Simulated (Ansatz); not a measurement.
```yaml
crystal:
  periodic: [false, false, false]
  atoms:
    - {symbol: N, position_ang: [-1.319580, -0.307292, -3.478792]}
    - {symbol: Mo, position_ang: [-0.028358, -0.138142, 0.357932]}
    - {symbol: N, position_ang: [3.697854, 1.162314, 0.458501]}
    - {symbol: O, position_ang: [-0.049133, -4.106320, 2.021932]}
    - {symbol: O, position_ang: [-2.719633, 2.256292, 2.165624]}
    - {symbol: H, position_ang: [-1.270544, 0.451201, -5.611612]}
    - {symbol: H, position_ang: [5.474111, 2.003355, -0.351814]}
    - {symbol: H, position_ang: [-1.184262, -5.391036, 1.086806]}
    - {symbol: H, position_ang: [-2.001548, 3.826286, 3.378588]}
basis:
  gaussian: {orbitals: def2-SVP}
hamiltonian: {xc: {name: LC-wPBE}}
output: {forces: true}
```

```sh
$ ansatz run in.yaml --threads 4 --pin off --events-out ev --progress --plain --max-ram 10444MiB
```

Shortened log:

```
Functional definition: LC-wPBE
1165 factors; their error is unknown
341 factors; integrals over basis functions are off by at most 9.7e-5 eV
mean field evaluation 1: about -8776.4065 eV, gradient 1.7e2 eV
mean field evaluation 2: about -7000.1774 eV, gradient 3.9e2 eV
mean field evaluation 4: about -8528.1454 eV, gradient 2.3e2 eV
mean field evaluation 8: about -8928.2846 eV, gradient 1.3e1 eV
mean field evaluation 16: about -8935.7064 eV, gradient 5.5e-1 eV
mean field evaluation 32: about -8935.9003 eV, gradient 2.0e-5 eV
mean field -8935.90028380 eV, -328.3882784588 hartree, gradient 4.2e-6 eV, S^2 0.000000; 6 other end points of the search recorded, 0 dependent functions left out
reference -8935.90028381 eV, -328.3882784593 hartree; 24, 24 occupied and 83, 83 virtual orbitals, 1165 factors
Total energy: -8935.90028381 eV, -328.3882784593 hartree
Atom 0 at    -1.319580    -0.307292    -3.478792 Å, force     0.087028     1.130184    -3.110096 eV/Å
Atom 1 at    -0.028358    -0.138142     0.357932 Å, force    -0.799796    -0.129608     0.895136 eV/Å
Atom 2 at     3.697854     1.162314     0.458501 Å, force     3.065653     1.461598    -1.410029 eV/Å
Atom 3 at    -0.049133    -4.106320     2.021932 Å, force    -2.411864    -1.836834    -2.417901 eV/Å
Atom 4 at    -2.719633     2.256292     2.165624 Å, force     2.027744     1.964084     1.496610 eV/Å
Atom 5 at    -1.270544     0.451201    -5.611612 Å, force    -0.039353    -1.140662     3.313619 eV/Å
Atom 6 at     5.474111     2.003355    -0.351814 Å, force    -3.280114    -1.541226     1.436135 eV/Å
Atom 7 at    -1.184262    -5.391036     1.086806 Å, force     2.475446     2.930633     1.987722 eV/Å
Atom 8 at    -2.001548     3.826286     3.378588 Å, force    -1.124744    -2.838170    -2.191196 eV/Å
Dipole moment:     1.703122     0.855548    -2.271941 e Å
```

Task: Something in this input is off. What?

Result: The geometry is stretched to more than twice its size. The run converged. The result belongs to that input, not to the molecule as meant.
